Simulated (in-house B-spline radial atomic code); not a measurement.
Functionals against ionisation energies along an isoelectronic series: Cu⁺ to Se⁶⁺

Ionisation energies as differences of self-consistent total energies from a B-spline radial code for spherical atoms: all electrons, radial basis limit, scalar-relativistic (one-electron X2C), spin-polarised at highest spin, spherical densities; exact exchange is averaged over the determinants of each configuration. No spin-orbit coupling, Breit or QED terms. NIST's values run from ground level to ground level, so in open shells the differences also hold multiplet and fine-structure energies that spherical high-spin averages miss. Columns give computed minus NIST, in eV; a star marks a semi-empirical value. Species are left out where the tabulated value is theory, is uncertain by more than 0.12 eV, or (13 ions, such as In⁴⁺, Te⁴⁺ and Bi⁴⁺) lies off its series for all methods alike, which flatters the means a little.

```csv
species,shell,NIST (eV),PBEsol,r2SCAN,PBE0,CAM-B3LYP,AM05
Cu⁺,3d,20.29,+0.76,+0.74,+0.05,+0.37,+0.77
Zn²⁺,3d,39.72,?,?,?,?,?
Ga³⁺,3d,63.24 ± 0.009,+0.28,+0.64,-0.04,+0.17,+0.31
Ge⁴⁺,3d,90.50 ± 0.02,+0.09,+0.62,-0.10,+0.05,+0.13
As⁵⁺,3d,121.19 ± 0.06,0.00,+0.70,-0.08,+0.02,+0.05
Se⁶⁺,3d,155.33 ± 0.01,-0.12,+0.73,-0.12,-0.06,-0.07
```

Question: What are the differences for Zn²⁺ ([Ar] 3d10)?

Answer: PBEsol +0.50; r2SCAN +0.67; PBE0 +0.01; CAM-B3LYP +0.28; AM05 +0.51 eV.

Question: How do the methods rank, and which species is hardest?

Answer: Mean absolute (signed) differences: PBE0 0.07 (-0.05) eV; CAM-B3LYP 0.16 (+0.14) eV; PBEsol 0.29 (+0.25) eV; AM05 0.31 (+0.28) eV; r2SCAN 0.68 (+0.68) eV. For Se⁶⁺, which loses a 3d electron, the nearest method is off by -0.06 eV, the largest such miss.
